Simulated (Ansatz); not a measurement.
Stepwise reaction of `Cl[Si](Cl)(Cl)I` with hydrogen, as a gas-phase model of exchange steps in deposition or etching. ΔE in kJ/mol; ΔG adds harmonic PBE0-D4 terms to CCSD(T)/CBS, at 1 bar.

Program: Ansatz. Geometries: PBE0-D4/def2-TZVP. ΔE: electronic, gas phase. CBS: MP2 limit from def2 TZ/QZ plus the TZ coupled-cluster correction, frozen cores. This one scheme is used for every species. Functionals use def2-TZVPP. B3LYP here is the variant with VWN-RPA as its local correlation; programs differ in this. def2 core potentials past Kr. For I outer-core shells are correlated without core-valence functions, which leaves a few kJ/mol of doubt a bond.

| step | reaction | PBE-D4 | B3LYP-D4 | ωB97M-V | CCSD(T)/CBS | ΔG(400 K) |
| --- | --- | --- | --- | --- | --- | --- |
| 1 | `Cl[Si](Cl)(Cl)I` + H₂ → `Cl[SiH](Cl)I` + HCl | 72.7 | 70.5 | 71.4 | 69.8 | 61.3 |
| 2 | `Cl[SiH](Cl)I` + H₂ → `Cl[SiH2]I` + HCl | 77.8 | 75.2 | 76.1 | 75.4 | 70.6 |
| 3 | `Cl[SiH2]I` + H₂ → `[SiH3]I` + HCl | 75.0 | 73.2 | 73.8 | 74.1 | 72.8 |

By hand: ΔE of the 3 steps together at CCSD(T)/CBS.

(69.8) + (75.4) + (74.1) = 219.3 kJ/mol, or 73.1 kJ/mol a step.

In ΔE step 1 is the lowest and step 2 the highest. All are uphill at CCSD(T)/CBS. ΔG lies between 61.3 and 72.8 kJ/mol a step. PBE-D4 differs from CCSD(T)/CBS by 0.9 to 2.9 kJ/mol a step. Isolated molecules leave out the surface, adducts and barriers. Largest T1 diagnostic: 0.009.
